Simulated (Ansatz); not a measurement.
Stretching the Be1–I3 bond in BeBrI (SMILES [Br][Be][I]) (multiplicity 1 held, fragments rigid). Energies count from the point at 2.165 Å.
Geometry at that point (charge 0, multiplicity 1):
```csv
atom,x (Å),y (Å),z (Å)
Be,0.0000,0.0000,-0.5033
Br,0.0000,0.0000,-2.4592
I,0.0000,0.0000,1.6620
```

Signs of static correlation in def2-SVPD, with CASSCF(6,4), from Ansatz (a quantum-chemistry and plane-wave program) runs.

| R (Å) | T1 of restricted CCSD | ⟨S²⟩ of UHF | largest double amplitude of restricted CCSD | weight of the CASSCF reference in MRCISD | CASSCF natural occupations |
|---|---|---|---|---|---|
| 1.732 | 0.009 | 0.000 | 0.017 | 0.896 | 2.00 1.99 1.99 0.01 |
| 1.949 | 0.010 | 0.000 | 0.021 | 0.894 | 2.00 2.00 1.99 0.01 |
| 2.165 | 0.011 | 0.000 | 0.029 | 0.893 | 2.00 2.00 1.99 0.02 |
| 2.382 | 0.011 | 0.000 | 0.032 | 0.893 | 2.00 2.00 1.98 0.02 |
| 2.598 | 0.012 | 0.000 | … | 0.892 | 2.00 2.00 1.96 0.04 |
| 2.923 | 0.014 | 0.000 | 0.097 | 0.892 | 2.00 2.00 1.93 0.07 |
| 3.248 | 0.018 | … | 0.153 | 0.892 | 2.00 2.00 1.88 0.12 |
| 3.789 | 0.034 | 0.834 | 0.268 | 0.893 | 2.00 2.00 1.69 0.31 |
| 4.331 | 0.064 | 0.964 | 0.442 | 0.895 | 2.00 2.00 1.43 0.57 |
| 4.980 | 0.103 | 1.001 | 0.713 | 0.896 | 2.00 2.00 1.20 0.80 |
| 5.846 | 0.132 | 1.008 | 0.975 | 0.896 | 2.00 2.00 1.06 0.94 |
| 6.929 | 0.137 | 1.009 | 1.082 | 0.896 | 2.00 2.00 1.01 0.99 |

Question: Some entries are withheld; supply them.

Answer: 
- 2.598, largest double amplitude of restricted CCSD: 0.046
- 3.248, ⟨S²⟩ of UHF: 0.351

Doubts at one or more of the structures used: active orbitals that take no part (SC-NEVPT2 on CASSCF(6,4)/def2-SVPD); a restricted determinant that unrestricted orbitals would lower (R-CCSD(T)/def2-SVPD); other coupled-cluster roots lie near (R-CCSD(T)/def2-SVPD); T1 above 0.05 (R-CCSD(T)/def2-SVPD, U-CCSD(T)/def2-SVPD); a spin-contaminated determinant (U-CCSD(T)/def2-SVPD); the program's own flag: other amplitudes (U-CCSD(T)/def2-SVPD).
